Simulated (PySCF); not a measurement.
**Deuteron quadrupole couplings in `C#C[Si](F)(C#C)C#CC`**

Species: C7H5FSi.
Cartesian coordinates in Å at the GFN2-xTB level; atoms count from 1:
```
atom  x, y, z in Å
C1    -2.4281    2.5129    0.7612
C2    -1.9214    1.5165    0.3220
Si3   -1.1316   -0.0227   -0.3285
F4    -1.4257   -0.0864   -1.9177
C5    -1.9035   -1.5134    0.4443
C6    -2.3945   -2.4782    0.9643
C7     0.6905   -0.0067   -0.0772
C8     1.8814   -0.0041    0.1031
C9     3.3085    0.0034    0.3175
H10   -2.8741    3.3879    1.1380
H11   -2.8288   -3.3257    1.4109
H12    3.8308   -0.0814   -0.6352
H13    3.6047    0.9334    0.8024
H14    3.5911   -0.8359    0.9528
```

Level: PBE0/pcSseg-1 (PySCF, non-relativistic); Q(2H) = 0.00286 b; rigid geometry, the same for H and D, with no vibrational averaging.

Problem. Give the electric field gradient Vzz (the principal value of largest size), its asymmetry and the 2H coupling at each hydrogen.

Solution. 
```tsv
atom	bonded to	bond length (Å)	Vzz (au)	η	χzz (kHz)
H10	C1	1.052	0.3866	0.00	260
H11	C6	1.052	0.3869	0.00	260
H12	C9	1.090	0.3073	0.03	206
H13	C9	1.090	0.3070	0.03	206
H14	C9	1.090	0.3070	0.03	206
```

Isolated species at its GFN2-xTB geometry, gas phase. GFN2-xTB bond lengths can be off by several hundredths of an ångström, more for odd bonds, and the gradients follow them. These gradients aren't converged with respect to the basis.
